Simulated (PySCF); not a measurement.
Species: C2H9O2Si3 (doublet state).
Geometry (GFN2-xTB, Å), atoms numbered from 1 in this order:
```xyz
16
C2H9O2Si3 angstrom
C      2.3285   -0.3182   -1.4679
C      1.0184   -0.2168   -0.7342
O      0.1199   -1.0142   -0.9392
Si     0.8168    1.2086    0.5351
O     -0.6731    1.1665    1.1026
Si    -2.2310    0.6026    1.0304
Si    -2.1229   -1.6146    0.5702
H      3.1295   -0.4321   -0.7404
H      2.3328   -1.1588   -2.1585
H      2.5048    0.6080   -2.0105
H      1.7175    0.9684    1.6599
H      1.0422    2.4780   -0.1522
H     -2.8574    1.3832   -0.0522
H     -2.7120    1.1845    2.2968
H     -1.0541   -2.4730    1.0900
H     -3.3675   -2.3632    0.8310
```

The hyperfine couplings belong to this conformer and change with its torsions.

As a line formula: `CC(=O)[SiH2]O[SiH2][SiH2]` [radical].

Level of theory: UKS B3LYP, pcH-1 on C H O Si, non-relativistic, mean-field spin-orbit, GIAO (PySCF 2.14.0). Geometry: GFN2-xTB, one conformer, isolated molecule. GFN2-xTB frequencies show an imaginary mode (157i cm⁻¹), so this geometry is no minimum at that level. Couplings are sensitive to structure, and on GFN2-xTB geometries they can be far from those on DFT ones, by a factor of two or more for some ions and for spin on atoms past the first row. The SCF solution wasn't tested for stability.

(1) Give the principal g shifts and their parts.

(2) Average each term over the three axes. Which is largest in size?

(3) What are the electron Larmor frequencies g μB B/h along the three axes at 3350 mT?

(4) At 9.396 GHz, how far is the centre of the isotropic spectrum from where a free electron (g = 2.002319) resonates?

(5) In a frozen sample, at which fields do the three g values resonate at 9.5, 34, 94 and 263 GHz (hyperfine left aside), and which band first spreads them over more than twice a line width of 1.0 mT?

Answers

(1) 
```tsv
Δg (ppm)	1	2	3
relativistic mass correction	-135	-135	-135
gauge correction	13	45	39
orbital Zeeman/spin–orbit	-212	1999	3126
total	-334	1909	3030
```

So g = 2.00199, 2.00423, 2.00535 and g_iso = 2.00385; the tensor is rhombic: the two nearest values differ by 33 % of g3 − g1. 

(2) The orbital-Zeeman/spin–orbit term 1638, the mass correction -135 and the gauge correction 32 ppm, for a total of 1535 ppm. The orbital-Zeeman/spin–orbit term is the largest in size. The mass correction is the same along every axis, so the anisotropy comes from the other two: their spans along these axes are 32 (gauge) and 3338 ppm (orbital Zeeman/spin–orbit).

(3) 93.8679, 93.9731, 94.0256 GHz for g1, g2 and g3, a range of 157.7 MHz.

(4) B = hν/(g μB) with μB/h = 13.99624 MHz/mT gives 335.27 mT for the free electron and 335.02 mT at g_iso, 0.26 mT lower.

(5) 
```json
{"band": "X", "GHz": "9.5", "B(g3) mT": "338.47", "B(g2) mT": "338.66", "B(g1) mT": "339.04", "spread mT": "0.57"}
{"band": "Q", "GHz": "34.0", "B(g3) mT": "1211.37", "B(g2) mT": "1212.05", "B(g1) mT": "1213.41", "spread mT": "2.04"}
{"band": "W", "GHz": "94.0", "B(g3) mT": "3349.09", "B(g2) mT": "3350.96", "B(g1) mT": "3354.71", "spread mT": "5.63"}
{"band": "J", "GHz": "263.0", "B(g3) mT": "9370.32", "B(g2) mT": "9375.56", "B(g1) mT": "9386.06", "spread mT": "15.75"}
```

The spread grows in proportion to the frequency. Q band is the first where it exceeds 2.0 mT.

The largest Mulliken spin population is on Si7 (+0.97). The angles at Si7 add up to 342.0°, so it is pyramidal.

The HOMO–LUMO gaps are 3.56 eV among the α and 4.46 eV among the β orbitals.
